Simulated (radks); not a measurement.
Question: Isoelectronic series with 8 electrons, all held in the configuration [He] 2s2 2p4, which need not be the ground one along the series. All-electron calculation, non-relativistic Kohn-Sham, r2SCAN, spin-polarised, spherical densities, point nucleus; open shells are filled with parallel spins first; meta-GGA in the generalised Kohn-Sham scheme. Program: a radial shooting solver on a logarithmic mesh with Libxc functionals. Total energies (hartree) and orbital eigenvalues (eV):

ion,E (hartree),2p down,2p up
O,-75.03333,-6.7918,-10.9623
Ne2+,-126.58591,-51.6302,-58.1664
Si6+,-271.80498,-225.2675,-236.4627
S8+,-365.43552,-353.2597,-366.7763
Ar10+,-473.07264,-508.5682,-524.4047
Ca12+,-594.71406,-691.1550,-709.3107
Ti14+,-730.35842,-900.9987,-921.4734
Cr16+,-880.00490,-1138.086,-1160.880
Fe18+,-1043.65295,-1402.409,-1427.521
Ni20+,-1221.30220,-1693.961,-1721.392

Estimate the row of Mg4+.

Answer: E (hartree) -192.18534; 2p down -124.6659; 2p up -133.5363.
